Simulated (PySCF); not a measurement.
Gas-phase reaction: 2 MoOF₄ + 3 O₂ + 2 H₂ ⇌ 2 MoO₂(OH)₂ + 4 F₂

Energies from PySCF, thermal terms from the rigid-rotor harmonic-oscillator model, ideal gas at 1 bar. † marks an energy on the PBE0/def2-TZVP geometry and frequencies. MP2 and CCSD(T) freeze the core. Open shells (unrestricted): O₂ (multiplicity 3); the rest are closed-shell singlets. Mo: scalar-relativistic def2 core potential, no spin-orbit coupling. No R ln 2 is added for the mirror-image form of MoO₂(OH)₂. MP2 isn't extrapolated to the basis-set limit; its ΔH°(298 K) is 979.8 kJ in def2-SVP and 876.3 kJ in def2-TZVPP. CCSD(T) isn't extrapolated to the basis-set limit; its ΔH°(298 K) is 962.5 kJ in def2-SVP and 895.9 kJ in def2-TZVPP. The harmonic model lacks anharmonicity and excited electronic states, which grow with temperature; levels with a mode under 35 cm⁻¹ are left out. Soft modes under 120 cm⁻¹ make the harmonic entropy rough for MoOF₄. Warning, large T1 diagnostic: MoO₂(OH)₂, MoOF₄ (CCSD(T)/def2-TZVPP†).

| level | ΔE electronic, kJ | ΔH°(298 K), kJ | ΔS°(298 K), J/K | ΔG°(800 K), kJ |
|---|---|---|---|---|
| CCSD(T)/def2-TZVPP† | 857 | 896 | -78 | 962 |
| M06-2X/def2-TZVP† | 924 | 963 | -78 | 1029 |
| MP2/def2-SVP† | 941 | 980 | -78 | 1046 |
| PBE/def2-TZVP† | 931 | 970 | -78 | 1037 |
| PBE0/def2-SVP† | 1035 | 1074 | -78 | 1141 |
| r2SCAN/def2-TZVP† | 1033 | 1072 | -78 | 1138 |
| ωB97M-V/def2-TZVP† | 928 | 967 | -78 | 1034 |
ΔH° is lowest at CCSD(T)/def2-TZVPP† and highest at PBE0/def2-SVP†. No reference value is set beside these.
